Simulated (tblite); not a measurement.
C3H13FSi3.
Cartesian coordinates in Å at the GFN2-xTB level; atoms count from 1:
```xyz
20
C3H13FSi3 angstrom
F     -2.6101    0.0933   -0.7539
C     -2.3440   -1.0621   -0.0473
C     -1.5309   -0.7547    1.1921
Si     0.0871    0.2086    0.7971
Si    -0.3459    2.3126   -0.0660
C      1.1155   -0.8832   -0.3855
Si     2.8880   -0.2748   -0.6853
H     -3.3180   -1.5077    0.1870
H     -1.7976   -1.7198   -0.7311
H     -2.1434   -0.1713    1.8799
H     -1.3134   -1.7012    1.6857
H      0.7910    0.2157    2.0984
H     -0.4263    2.3254   -1.5286
H     -1.5893    2.8959    0.4440
H      0.7304    3.2435    0.2990
H      0.6066   -0.9398   -1.3492
H      1.1551   -1.9050   -0.0044
H      3.6212   -0.2545    0.5812
H      3.5694   -1.1830   -1.6146
H      2.8494    1.0727   -1.2560
```

Level: GFN2-xTB in tblite, geometry and Hessian alike; calculated harmonic values, unscaled, isolated species. This tight-binding method is rough: wavenumbers can miss measured ones by several per cent, in bad cases by 10 to 20. Modes of hydrogen on silicon can be 10 to 20 % off. One conformer, not necessarily the lowest.

Harmonic wavenumbers (cm⁻¹): 25.9, 44.6, 76.7, 77.6, 89.7, 106.2, 127.5, 160.8, 183.7, 262.7, 416.5, 439.3, 453.3, 467.0, 491.8, 515.6, 586.3, 631.8, 673.9, 700.0, 720.2, 755.1, 782.7, 790.4, 795.0, 800.0, 806.9, 811.1, 819.1, 950.6, 966.8, 1018.2, 1083.0, 1129.8, 1169.3, 1203.2, 1291.0, 1333.2, 1452.3, 1463.7, 1475.5, 2112.5, 2203.1, 2230.7, 2238.3, 2241.5, 2258.0, 2262.4, 2925.4, 2949.1, 2958.3, 2967.6, 2988.5, 2998.3.

A = 1741, B = 819.0, C = 667.0 MHz; mass 152.031 u (most abundant isotopes); point group C1, symmetry number 1.

Q: Zero-point energy?

A: Half the sum of the wavenumbers: 30741 cm⁻¹ = 87.89 kcal/mol.

Q: What is S at 273.15 K and 1 bar for an ideal gas of classical rigid rotors and harmonic oscillators?

A: Translation 40.56, rotation 29.94, vibration 40.87: S = 111.4 cal/(mol K).

Q: And Cp and H(273.15 K) − H(0)?

A: Cp = 44.77 cal/(mol K), of which vibrations give 36.82 (their classical limit is 54 R = 107.3); H(273.15 K) − H(0) = 7.61 kcal/mol without the zero-point energy, 5.44 from vibrations.

Q: How do the functions run with temperature in this model?

A: 
```json
{"T (K)": "50", "S (cal/(mol K))": "64.2", "Cp (cal/(mol K))": "17.9", "H − H(0) (kcal/mol)": "0.62", "G − H(0) (kcal/mol)": "-2.59", "ln q(vib)": "1.37"}
{"T (K)": "100", "S (cal/(mol K))": "78.7", "Cp (cal/(mol K))": "24.2", "H − H(0) (kcal/mol)": "1.69", "G − H(0) (kcal/mol)": "-6.18", "ln q(vib)": "3.67"}
{"T (K)": "298.15", "S (cal/(mol K))": "115.4", "Cp (cal/(mol K))": "47.7", "H − H(0) (kcal/mol)": "8.76", "G − H(0) (kcal/mol)": "-25.65", "ln q(vib)": "11.46"}
{"T (K)": "373.15", "S (cal/(mol K))": "127.0", "Cp (cal/(mol K))": "55.7", "H − H(0) (kcal/mol)": "12.65", "G − H(0) (kcal/mol)": "-34.74", "ln q(vib)": "14.13"}
{"T (K)": "500", "S (cal/(mol K))": "144.9", "Cp (cal/(mol K))": "66.5", "H − H(0) (kcal/mol)": "20.43", "G − H(0) (kcal/mol)": "-52.01", "ln q(vib)": "18.45"}
{"T (K)": "750", "S (cal/(mol K))": "174.9", "Cp (cal/(mol K))": "81.2", "H − H(0) (kcal/mol)": "39.03", "G − H(0) (kcal/mol)": "-92.11", "ln q(vib)": "26.28"}
{"T (K)": "1000", "S (cal/(mol K))": "199.6", "Cp (cal/(mol K))": "90.8", "H − H(0) (kcal/mol)": "60.61", "G − H(0) (kcal/mol)": "-139.01", "ln q(vib)": "33.28"}
```

q(vib) and H(0) count from the zero-point level.

Q: Blend soft modes into free rotors: weight 1/[1 + (100 cm⁻¹/ν̃)⁴] for the oscillator and the rest for a rotor with moment μB/(μ + B), μ = h/(8π²ν), B = 10⁻⁴⁴ kg m². What vibrational entropy results?

A: 36.01 cal/(mol K) in place of 40.87, which changes −T·S at 273.15 K by +1.33 kcal/mol.

Q: What must be added to the electronic energy to get the Gibbs energy at 273.15 K and 1 bar?

A: ZPE + [H(273.15 K) − H(0)] − T·S = 87.89 + 7.61 − 30.42 = 65.08 kcal/mol.

Hindered rotation and anharmonicity are outside this model. Other conformers, if any are populated, would add a mixing term that is left out. The structure is chiral; the term R ln 2 for an equal mix with its mirror image is left out.

The run took 3.2 s wall on an AMD EPYC with one thread, shared host with 64 logical CPUs at a one-minute load of 52. This covers the Hessian and the dipole derivatives.
